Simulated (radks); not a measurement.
Problem. Excited configurations of Nd LII: one electron is placed in a higher orbital outside [He] 2s2 2p4. The ground configuration is [He] 2s2 2p5. Calculated with a radial shooting solver on a logarithmic mesh with Libxc functionals: Dirac Kohn-Sham, PBE, spin-unpolarised, spherical densities, point nucleus; open shells fill j = l - 1/2 first. Excitation = E - E(ground); binding = E(ion) - E, where the ion is the core of charge +52; n* = 52/sqrt(2 binding) in atomic units. These energies are relativistic, and a one-electron ion of charge +52 with no core already has n* below n in this formula (Dirac formula, point nucleus: 4s1/2 3.939, 4f5/2 3.989, 5s1/2 4.936, 5d3/2 4.975, 5f5/2 4.987, 6s1/2 5.934, 6d3/2 5.973, 7s1/2 6.933, 7f5/2 6.984). The quantum defect is therefore taken as that value minus n*, so that it holds no relativistic shift of the bare ion.

| outer orbital | excitation (eV) | binding (eV) | n* | quantum defect | eigenvalue (eV) | <r> (bohr) |
|---|---|---|---|---|---|---|
| 4s1/2 | 7516.4 | 2508.2 | 3.830 | 0.109 | -2485.3 | 0.4227 |
| 4f5/2 | 7710.4 | 2314.2 | 3.987 | 0.002 | -2283.6 | 0.3416 |
| 5s1/2 | 8444.8 | 1579.8 | 4.826 | 0.110 | -1566.2 | 0.6713 |
| 5f5/2 | 8539.6 | 1485.0 | 4.977 | 0.009 | -1468.8 | 0.5983 |
| 6s1/2 | 8939.3 | 1085.3 | 5.822 | 0.112 | -1076.2 | 0.9774 |
| 6d3/2 | 8980.9 | 1043.7 | 5.937 | 0.036 | -1034.2 | 0.9585 |
| 7s1/2 | 9233.4 | 791.22 | 6.819 | 0.114 | -784.72 | 1.341 |
| 7f5/2 | 9266.7 | 757.95 | 6.967 | 0.017 | -751.08 | 1.285 |

Estimate the row for 5d3/2.

Solution. excitation (eV) 8518.4; binding (eV) 1506.2; n* 4.942; quantum defect 0.032; eigenvalue (eV) -1491.6; <r> (bohr) 0.6461. The Delta-SCF ionisation energy is 10024.6 eV (NIST Atomic Spectra Database: 10002 eV, theoretical). Self-interaction in the functional shifts the binding energies and quantum defects, so they are the method's values and not measured ones. Spin polarisation and multiplet splitting are left out, so open shells lie too high by an amount that depends on their filling.

Beside tabulated values, note that spin-unpolarised runs miss the spin-polarisation part of the exchange energy of open shells.
